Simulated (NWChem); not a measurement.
System: C4H4O2; SMILES O1C=COC=C1

The following NWChem deck was run.

```
start job
memory heap 200 mb stack 900 mb global 1100 mb
geometry units angstroms noautosym nocenter noautoz
  C      1.151846     0.665261     0.000000
  C      1.151846    -0.665261     0.000000
  O      0.000000    -1.441155     0.000000
  C     -1.151846    -0.665261     0.000000
  C     -1.151846     0.665261     0.000000
  O      0.000000     1.441155     0.000000
  H      2.053918     1.262040     0.000000
  H      2.053918    -1.262040     0.000000
  H     -2.053918    -1.262040     0.000000
  H     -2.053918     1.262040     0.000000
end
basis spherical
  * library 6-31g*
end
dft
  xc b3lyp
  iterations 150
end
cosmo
  do_cosmo_smd true
  solvent water
end
task dft energy
```

Parts of the log:

```
             Northwest Computational Chemistry Package (NWChem) 7.3.0
             --------------------------------------------------------

                             Geometry "geometry" -> ""
                             -------------------------

 Output coordinates in angstroms (scale by  1.889725989 to convert to a.u.)

  No.       Tag          Charge          X              Y              Z
 ---- ---------------- ---------- -------------- -------------- --------------
    1 C                    6.0000     1.15184600     0.66526100     0.00000000
    2 C                    6.0000     1.15184600    -0.66526100     0.00000000
    3 O                    8.0000     0.00000000    -1.44115500     0.00000000
    4 C                    6.0000    -1.15184600    -0.66526100     0.00000000
    5 C                    6.0000    -1.15184600     0.66526100     0.00000000
    6 O                    8.0000     0.00000000     1.44115500     0.00000000
    7 H                    1.0000     2.05391800     1.26204000     0.00000000
    8 H                    1.0000     2.05391800    -1.26204000     0.00000000
    9 H                    1.0000    -2.05391800    -1.26204000     0.00000000
   10 H                    1.0000    -2.05391800     1.26204000     0.00000000

 Effective nuclear repulsion energy (a.u.)     225.8236959523

                                 NWChem DFT Module
                                 -----------------

 Summary of "ao basis" -> "ao basis" (spherical)
 ------------------------------------------------------------------------------
       Tag                 Description            Shells   Functions and Types
 ---------------- ------------------------------  ------  ---------------------
 C                           6-31g*                  6       14   3s2p1d
 O                           6-31g*                  6       14   3s2p1d
 H                           6-31g*                  2        2   2s

 in cosmo_initialize ...
 calling solv_data for solv:h2o

 solvent parameters
 solvname_short: h2o
 solvname_long:  water
 dielec:       78.4000
 dielecinf:     1.7769
 aqueous SMD model solvent descriptors
 dielec:       78.4000
 sola:          0.8200

          ---------------
          -cosmo- solvent
          ---------------
 Cosmo: York-Karplus, doi: 10.1021/jp992097l
 dielectric constant -eps-     =  78.40
 screen = (eps-1)/(eps    )    =   0.98724
 surface charge correction     = lagrangian

   van der Waals surface
 --------------------------

 ---------- ATOMIC COORDINATES (A.U.) ------------ VDWR(ANG.) --
     1    2.17667332    1.25716100    0.00000000     1.850
     2    2.17667332   -1.25716100    0.00000000     1.850
     3    0.00000000   -2.72338806    0.00000000     1.520
     4   -2.17667332   -1.25716100    0.00000000     1.850
     5   -2.17667332    1.25716100    0.00000000     1.850
     6    0.00000000    2.72338806    0.00000000     1.520
     7    3.88134222    2.38490979    0.00000000     1.200
     8    3.88134222   -2.38490979    0.00000000     1.200
     9   -3.88134222   -2.38490979    0.00000000     1.200
    10   -3.88134222    2.38490979    0.00000000     1.200
 number of segments per atom =        128
 number of   points per atom =        128
 atom (   nspa,  nppa )
 ----------------------
    1 (     54,     0 )       0
    2 (     54,     0 )       0
    3 (     44,     0 )       0
    4 (     54,     0 )       0
    5 (     54,     0 )       0
    6 (     44,     0 )       0
    7 (     56,     0 )       0
    8 (     56,     0 )       0
    9 (     56,     0 )       0
   10 (     56,     0 )       0
 number of -cosmo- surface points =      528
 molecular surface =    109.432 angstrom**2
 molecular volume  =     81.726 angstrom**3
 -lineq- algorithm             =   0
 -bem- low  level              =   3
 -bem- from -octahedral-
 gaussian surface charge width =   4.50000
 degree of switching           =   1.00000
 switching function tolerance  =   0.00010
 atomic radii =
 --------------
    1  6.000  1.850
    2  6.000  1.850
    3  8.000  1.520
    4  6.000  1.850
    5  6.000  1.850
    6  8.000  1.520
    7  1.000  1.200
    8  1.000  1.200
    9  1.000  1.200
   10  1.000  1.200
 ...... end of -cosmo- initialization ......

 nat:                    10
 ixmem:                  5529
 calling mnsol_interface()
 G(SMD-CDS) energy (kcal/mol)  =     4.661
 SMD-CDS SASA (angstrom**2)    =   130.138

            General Information
            -------------------
          SCF calculation type: DFT
          Wavefunction type:  closed shell.
          No. of atoms     :    10
          No. of electrons :    44
           Alpha electrons :    22
            Beta electrons :    22
          Charge           :     0
          Spin multiplicity:     1
          Use of symmetry is: off; symmetry adaption is: off
          Maximum number of iterations: 150
          AO basis - number of functions:    92
                     number of shells:    44
          Convergence on energy requested:  1.00D-06
          Convergence on density requested:  1.00D-05
          Convergence on gradient requested:  5.00D-04

              XC Information
              --------------
                         B3LYP Method XC Potential
                     Hartree-Fock (Exact) Exchange  0.200
                        Slater Exchange Functional  0.800 local
                    Becke 1988 Exchange Functional  0.720 non-local
              Lee-Yang-Parr Correlation Functional  0.810
                  VWN I RPA Correlation Functional  0.190 local

             Grid Information
             ----------------
          Grid used for XC integration:  medium
          Radial quadrature: Mura-Knowles
          Angular quadrature: Lebedev.
          Tag              B.-S. Rad. Rad. Pts. Rad. Cut. Ang. Pts.
          ---              ---------- --------- --------- ---------
          C                   0.70       49          10.0       434
          O                   0.60       49           9.0       434
          H                   0.35       45          11.0       434
          Grid pruning is: on
          Number of quadrature shells:   474
          Spatial weights used:  Erf1

      Superposition of Atomic Density Guess
      -------------------------------------

 Sum of atomic energies:        -302.14265121

      Non-variational initial energy
      ------------------------------

 Total energy =    -305.476040
 1-e energy   =    -858.951236
 2-e energy   =     327.651501
 HOMO         =      -0.177446
 LUMO         =       0.050575

   convergence    iter        energy       DeltaE   RMS-Dens  Diis-err
 ---------------- ----- ----------------- --------- --------- ---------
     COSMO gas phase
 d= 0,ls=0.0,diis     1   -305.1049608823 -5.31D+02  9.65D-03  7.29D-01
 d= 0,ls=0.0,diis     2   -305.1354042152 -3.04D-02  5.63D-03  5.27D-01
 d= 0,ls=0.0,diis     3   -305.1784463713 -4.30D-02  1.84D-03  1.21D-01
 d= 0,ls=0.0,diis     4   -305.1889913501 -1.05D-02  5.29D-04  4.51D-03
 d= 0,ls=0.0,diis     5   -305.1894818583 -4.91D-04  7.30D-05  8.53D-05
  Resetting Diis
 d= 0,ls=0.0,diis     6   -305.1894923494 -1.05D-05  6.04D-06  2.66D-07
 d= 0,ls=0.0,diis     7   -305.1894923819 -3.25D-08  1.47D-06  1.85D-08

   convergence    iter        energy       DeltaE   RMS-Dens  Diis-err
 ---------------- ----- ----------------- --------- --------- ---------
     COSMO solvation phase
 d= 0,ls=0.0,diis     1   -305.1907146522 -1.22D-03  1.92D-03  4.12D-03
 d= 0,ls=0.0,diis     2   -305.1917465980 -1.03D-03  3.84D-04  2.02D-03
 d= 0,ls=0.0,diis     3   -305.1918916103 -1.45D-04  1.56D-04  6.39D-04
 d= 0,ls=0.0,diis     4   -305.1919447444 -5.31D-05  4.72D-05  4.64D-05
 d= 0,ls=0.0,diis     5   -305.1919497934 -5.05D-06  7.73D-06  1.21D-06
 d= 0,ls=0.0,diis     6   -305.1919499392 -1.46D-07  7.50D-07  3.44D-09

         Total DFT energy =     -305.191949939206
      One electron energy =     -863.072077646535
           Coulomb energy =      371.962316541905
    Exchange-Corr. energy =      -40.397312795041
 Nuclear repulsion energy =      225.823695952271

             COSMO energy =        0.491428008194

 Numeric. integr. density =       44.000013527353

                                COSMO-SMD solvation results
                                ---------------------------

             internal energy in gas <Psi(g)|H|Psi(g)> =      -305.189492381871
         internal energy in solvent <Psi(s)|H|Psi(s)> =      -305.188053972970
                               delta internal energy  =         0.001438408901 (    0.90 kcal/mol)
   total free energy in solvent <Psi(s)|H+V/2|Psi(s)> =      -305.199377779460
 polarization energy contribution <Psi(s)|V/2|Psi(s)> =        -0.011323806490 (   -7.11 kcal/mol)
    total free energy in solvent including G(SMD-CDS) =      -305.191949939206
                       G(SMD-CDS) energy contribution =         0.007427840254 (    4.66 kcal/mol)
     1 M fixed-concentration free energy of solvation =        -0.002457557336 (   -1.54 kcal/mol)

                       DFT Final Molecular Orbital Analysis
                       ------------------------------------

 Vector   20  Occ=2.000000D+00  E=-3.470521D-01
              MO Center=  7.8D-10,  8.7D-08, -2.2D-11, r^2= 3.3D+00
   Bfn.  Coefficient  Atom+Function         Bfn.  Coefficient  Atom+Function
  ----- ------------  ---------------      ----- ------------  ---------------
    32      0.340705   3 O  py               74     -0.340705   6 O  py
     4      0.237529   1 C  py               18     -0.237529   2 C  py
    46     -0.237529   4 C  py               60      0.237529   5 C  py
    36      0.236321   3 O  py               78     -0.236321   6 O  py
    34     -0.166480   3 O  s                76     -0.166480   6 O  s

 Vector   21  Occ=2.000000D+00  E=-2.885848D-01
              MO Center= -3.2D-09, -6.6D-09, -1.5D-10, r^2= 2.7D+00
   Bfn.  Coefficient  Atom+Function         Bfn.  Coefficient  Atom+Function
  ----- ------------  ---------------      ----- ------------  ---------------
     5      0.307246   1 C  pz               19      0.307246   2 C  pz
    47     -0.307246   4 C  pz               61     -0.307246   5 C  pz
     9      0.197216   1 C  pz               23      0.197216   2 C  pz
    51     -0.197216   4 C  pz               65     -0.197216   5 C  pz

 Vector   22  Occ=2.000000D+00  E=-1.895346D-01
              MO Center=  2.8D-09,  5.6D-10, -1.7D-10, r^2= 2.8D+00
   Bfn.  Coefficient  Atom+Function         Bfn.  Coefficient  Atom+Function
  ----- ------------  ---------------      ----- ------------  ---------------
    33      0.354507   3 O  pz               75      0.354507   6 O  pz
    37      0.313561   3 O  pz               79      0.313561   6 O  pz
     5     -0.231493   1 C  pz               19     -0.231493   2 C  pz
    47     -0.231493   4 C  pz               61     -0.231493   5 C  pz
     9     -0.180769   1 C  pz               23     -0.180769   2 C  pz

 Vector   23  Occ=0.000000D+00  E=-2.622744D-03
              MO Center= -6.6D-09,  6.5D-09,  3.6D-10, r^2= 3.2D+00
   Bfn.  Coefficient  Atom+Function         Bfn.  Coefficient  Atom+Function
  ----- ------------  ---------------      ----- ------------  ---------------
     9      0.428205   1 C  pz               23     -0.428205   2 C  pz
    51      0.428205   4 C  pz               65     -0.428205   5 C  pz
     5      0.329969   1 C  pz               19     -0.329969   2 C  pz
    47      0.329969   4 C  pz               61     -0.329969   5 C  pz
    41      0.025633   3 O  d  1             83     -0.025633   6 O  d  1

 Vector   24  Occ=0.000000D+00  E= 7.624691D-02
              MO Center=  9.0D-09, -2.1D-08,  3.8D-11, r^2= 3.3D+00
   Bfn.  Coefficient  Atom+Function         Bfn.  Coefficient  Atom+Function
  ----- ------------  ---------------      ----- ------------  ---------------
    34      0.849203   3 O  s                76      0.849203   6 O  s
     7      0.381847   1 C  px               21      0.381847   2 C  px
    49     -0.381847   4 C  px               63     -0.381847   5 C  px
    36      0.372498   3 O  py               78     -0.372498   6 O  py
     6     -0.294979   1 C  s                20     -0.294979   2 C  s

 Vector   25  Occ=0.000000D+00  E= 8.053245D-02
              MO Center=  6.5D-09,  1.3D-08, -1.1D-09, r^2= 3.2D+00
   Bfn.  Coefficient  Atom+Function         Bfn.  Coefficient  Atom+Function
  ----- ------------  ---------------      ----- ------------  ---------------
     9      0.452278   1 C  pz               23     -0.452278   2 C  pz
    51     -0.452278   4 C  pz               65      0.452278   5 C  pz
     5      0.318220   1 C  pz               19     -0.318220   2 C  pz
    47     -0.318220   4 C  pz               61      0.318220   5 C  pz
    37      0.292290   3 O  pz               79     -0.292290   6 O  pz

     Multipole analysis of the density
     ---------------------------------

     L   x y z        total         alpha         beta         nuclear
     -   - - -        -----         -----         ----         -------
     0   0 0 0     -0.000000    -22.000000    -22.000000     44.000000

     1   1 0 0     -0.000000     -0.000000     -0.000000      0.000000
     1   0 1 0      0.000000      0.000000      0.000000      0.000000
     1   0 0 1     -0.000000     -0.000000     -0.000000      0.000000

     2   2 0 0    -18.021037    -95.995034    -95.995034    173.969032
     2   1 1 0     -0.000000     -0.000000     -0.000000      0.000000
     2   1 0 1      0.000000      0.000000      0.000000      0.000000
     2   0 2 0    -26.763460   -103.057505   -103.057505    179.351550
     2   0 1 1      0.000000      0.000000      0.000000      0.000000
     2   0 0 2    -26.887323    -13.443662    -13.443662      0.000000
```

Level: B3LYP/6-31G* (spherical d), SMD on the gas-phase geometry. All runs use the structure optimised with B3LYP/6-31G* (spherical d). Solvent: water.
